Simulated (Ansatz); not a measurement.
A series at In: from `[Cl][In]([Cl])[Cl]`, ligands are replaced one by one, each step taking up H₂O and setting free HCl; n counts the steps. Ansatz, PBE0-D4/def2-TZVP geometries. Each molecule was computed in one conformer, which needn't be the lowest.

| n | molecule | HOMO energy, ωB97M-V/def2-TZVPP (eV) |
| --- | --- | --- |
| 0 | `[Cl][In]([Cl])[Cl]` | -11.74 |
| 1 | `[OH][In]([Cl])[Cl]` | ? |
| 2 | `[OH][In]([OH])[Cl]` | -11.29 |
| 3 | `[OH][In]([OH])[OH]` | -11.17 |

Q: By hand: fit a straight line y = ȳ + b (n − n̄) to the 3 given rows and predict n = 1.

A: n̄ = 1.667, ȳ = -11.400; Σ(n − n̄)(y − ȳ) = 0.910, Σ(n − n̄)² = 4.667, so b = 0.195 eV a step. Prediction: -11.400 + (0.195) × (-0.667) = -11.53 eV.

Q: By hand: compare with the computed value, -11.51 eV, and give the steps along the whole series.

A: The line misses by 0.02 eV (computed minus predicted). Steps: 0.23, 0.22, 0.12 eV.

The steps shrink at each stage, from 0.23 to 0.12 eV, so the series is curved. The highest orbital can change its character along such a series. The miss is 3.5 % of the series' range.
